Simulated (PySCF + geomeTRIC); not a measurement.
Species: C₄H₉B, SMILES `B/C(C)=C/C` (charge 0, multiplicity 1).

Task: Give a relaxed geometry from M06-2X/def2-TZVP run with PySCF + geomeTRIC.

Result: This is not unique; one that fits is the end point of this relaxation, one of several conformers (outside a Z-matrix the atoms follow the SMILES, hydrogens last).
Cartesian coordinates (Å) in one orientation:
```xyz
14

B      2.000    -0.715    -0.248
C      0.622    -0.071    -0.043
C      0.443     1.393     0.282
C     -0.458    -0.868    -0.164
C     -1.871    -0.408     0.000
H      3.003    -0.074    -0.162
H      2.069    -1.878    -0.499
H      1.400     1.908     0.332
H     -0.172     1.896    -0.469
H     -0.062     1.528     1.242
H     -0.297    -1.916    -0.397
H     -2.019     0.030     0.992
H     -2.587    -1.216    -0.130
H     -2.104     0.380    -0.721
```
